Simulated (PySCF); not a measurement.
C₃H₇NSSi (charge +1 and doublet state).
Geometry (GFN2-xTB, Å), atoms numbered from 1 in this order:
```xyz
13
C3H7NSSi angstrom
N     -3.2028   -1.0599    0.6403
C     -2.0234   -0.6781    0.5488
C     -1.3545   -0.0631   -0.5815
C     -0.0912    0.4021   -0.4910
S      0.8386    0.4426    0.9528
Si     2.9788    0.4896    0.1900
H     -3.8713   -1.1373   -0.1149
H     -1.4061   -0.7281    1.4523
H     -1.9163    0.0542   -1.4981
H      0.3931    0.7854   -1.3798
H      3.1042   -0.8412   -0.3891
H      2.8829    1.5696   -0.7858
H      3.6636    0.7649    1.4384
```

The hyperfine couplings belong to this conformer and change with its torsions.

Identity: `C(/C=C\[S+][SiH3])=N/[H]` [radical] (charge +1).

Level of theory: UKS B3LYP, pcH-1 on C H N S Si, non-relativistic, mean-field spin-orbit, GIAO in PySCF. Isolated species at its GFN2-xTB geometry (one conformer only). A GFN2-xTB geometry isn't a minimum of the functional, and hyperfine couplings can be far from their values at a DFT geometry, by a factor of two or more for some ions and for spin on atoms past the first row. The SCF solution wasn't tested for stability. ⟨S²⟩ is 0.774 where a pure state has 0.75.

**Question.** The isotropic 13C couplings are +28.2, -19.7, -16.3 MHz. Assign them to C2; C3; C4.

**Answer.** 
```tsv
site	a_iso (MHz)	ρ(0) (bohr⁻³)	position	distance from S5 (Å)	spin population	largest |T| (MHz)
C2	-19.7	-0.0175	1 bond from N1	3.10	-0.11	17.2
C3	+28.2	+0.0256	a main spin site	2.72	+0.30	51.3
C4	-16.3	-0.0148	1 bond from C3	1.72	-0.04	7.2
```

ρ(0) is the spin density at the nucleus and T the dipolar tensor; a_iso includes a spin–orbit part; entries for several nuclei are means. The largest Mulliken spin populations are on S5 (+0.42), N1 (+0.39), C3 (+0.30) and C2 (-0.11). Three atoms exceed +0.15. The positive populations add up to 1.17 and the negative ones to -0.17, together 2S = 1. Main spin sites, with 60 % or more of the largest population: N1, C3, S5; positions count bonds from the nearest.

Class means assume fast exchange of nuclei equivalent by connectivity; if that motion is slow, each nucleus keeps its own coupling. The three 1H nuclei of mean +14.1 MHz run from -1.4 to 25.9 MHz in the frozen geometry.

The SMILES `[H]/N=C\C=C/[S+][SiH3]` draws the unpaired electron on S5, whose computed spin population is only +0.42.
